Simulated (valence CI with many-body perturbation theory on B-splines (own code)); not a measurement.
Results of a calculation; reference values are marked as such.
Dy XXXV: what the settings do

Level of theory: configuration interaction combined with many-body perturbation theory (CI+MBPT): four valence electrons over a frozen Dirac-Fock core [Ar] 3d10, radial functions for each j: 6 s, 6 p, 5 d, 3 f, 1 g, with the one-electron correlation potential Σ1 (screened to all orders), the two-electron term Σ2, the three-electron term Σ3, Breit, model QED; selected single and double excitations, second order for the rest (own B-spline code, finite nucleus).

No measured spectrum was set against this ion. As an estimate, large intervals hold to a few tenths of a per cent, small ones and those within an open d or f shell to about a per cent.

The reference run has the lowest level (4s^2 4p1/2^2) J=0 and an ionisation energy of 1470.12 eV. Its largest variational space holds 9998 state functions.

Levels are named by their leading jj configuration (3d3/2^4 stands for four electrons in 3d with j = 3/2), which in mixed levels can hold well under half, so a name can repeat and another be missing. Letters in brackets count levels of one name in rising energy.

Changed runs:
A. Breit term on → off; QED terms on → off
B. size limit of the variational space 10000 → 3000; second order for the rest on → off
C. scale of Σ1 1 → 0; scale of Σ2 1 → 0; three-electron term on → off
D. correlating orbitals by l 3 3 3 2 1 → 2 2 1 1 0; natural orbitals for correlation on → off (bad on purpose)

Excitation energies of the reference run in cm⁻¹, and shifts in cm⁻¹:

| Level | Reference | A | B | C | D |
| --- | --- | --- | --- | --- | --- |
| (4s^2 4p1/2 4p3/2) J=1 | 385798 | +4474 | +20 | -2859 | -338 |
| (4s^2 4p1/2 4p3/2) J=2 | 414795 | +4718 | +62 | -2367 | +104 |
| (4s^2 4p3/2^2) J=2 | 822397 | +9061 | +52 | -4934 | -66 |
| (4s^2 4p3/2^2) J=0 | 886240 | +8809 | +1.1 | -3709 | +603 |
| (4s 4p1/2^2 4p3/2) J=2 | 1001360 | +6345 | +213 | -3782 | -524 |
| (4s 4p1/2^2 4p3/2) J=1 | 1100960 | +6271 | +141 | +300 | +195 |
| (4s 4p1/2 4p3/2^2) J=2 [a] | 1354370 | +10415 | +168 | -7396 | -927 |
| (4s^2 4p1/2 4d3/2) J=2 | 1390470 | +8241 | +320 | -1835 | +7.9 |
| (4s 4p1/2 4p3/2^2) J=3 | 1411770 | +10907 | +193 | -5904 | -404 |
| (4s 4p1/2 4p3/2^2) J=0 | 1474910 | +10343 | +0.5 | -4320 | +175 |
| (4s 4p1/2 4p3/2^2) J=1 [a] | 1486710 | +9311 | +163 | +1508 | +344 |
| (4s 4p1/2 4p3/2^2) J=1 [b] | 1531210 | +10068 | +152 | +1042 | +651 |
| Ionisation energy (eV) | 1470.12 | +1.55 | -0.00011 | -1.66 | -0.16 |
